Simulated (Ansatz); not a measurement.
Isomers of Ge₄Te₃ (singlet), relaxed with PBE0-D4/def2-SVP; total energies from Ansatz at PBE0-D4/def2-TZVP.

| isomer | description | energy (Eh) |
| --- | --- | --- |
| A | point group not assigned; 9 × Ge–Te 2.58 to 2.95 Å; 2 × Ge–Ge 2.52 to 2.67 Å | -9111.33595 |
| B | point group not assigned; 8 × Ge–Te 2.52 to 2.80 Å; 2 × Ge–Ge 2.58 to 2.63 Å | -9111.32591 |
| C | point group Cs; 7 × Ge–Te 2.37 to 2.84 Å; 3 × Ge–Ge 2.47 to 2.76 Å | -9111.31343 |

In the def2 sets Te takes a core potential; there is no spin–orbit coupling.

The isomers come from a short search, and lower ones may exist.

Work out the relative energies (1 Eh = 2625.5 kJ/mol) and the Boltzmann populations at 1200 K from electronic energies alone (R = 8.314 J/mol/K).

ΔE: A 0.0, B 26.4, C 59.1 kJ/mol. RT = 9.98 kJ/mol. Factors exp(−ΔE/RT): A 1, B 0.071, C 0.00268; sum 1.074. Populations: A 93.1 %, B 6.6 %, C 0.2 %. Zero-point energy, vibrational entropy and symmetry numbers are left out and can shift these; an error of 4 kJ/mol changes a ratio by a factor of 1.5. Over the other density-functional and correlated levels in def2 sets, the gap between A and B ranges from 18 to 26 kJ/mol.
